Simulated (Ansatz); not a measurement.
Pulling on the As1–N2 bond in AsN (multiplicity 1 held). Energies count from the point at 1.611 Å.


Restricted levels (R-, RO-) in cc, def2 and unpolarised 6-31G sets keep to the state of the molecule at rest. U- levels take the lowest unrestricted solution at each point, which mixes spins at long bonds. Active spaces are followed from rest. Levels need not reach the same state.

Cores are frozen in the correlated methods. Filled d and f shells under p-block atoms count as core.

Codes used: Ansatz (a quantum-chemistry and plane-wave program) with Gaussian orbitals. Values without a source in brackets are computed.

Problem. Estimate the energy at R = 6.446 Å that U-r2SCAN/cc-pVTZ returns for this input.

Solution. 453 kJ/mol

Problem. Predict the energy at R = 6.446 Å from FIC-MRCISD+Q on CASSCF(10,8)/cc-pVTZ.

Solution. 438 kJ/mol

Problem. Give the energy at R = 6.446 Å at the level R-B3LYP/cc-pVTZ.

Solution. 1168 kJ/mol

Doubts at one or more of the structures used: a spin-contaminated determinant (U-r2SCAN/cc-pVTZ); a restricted determinant that unrestricted orbitals would lower (R-B3LYP/cc-pVTZ).
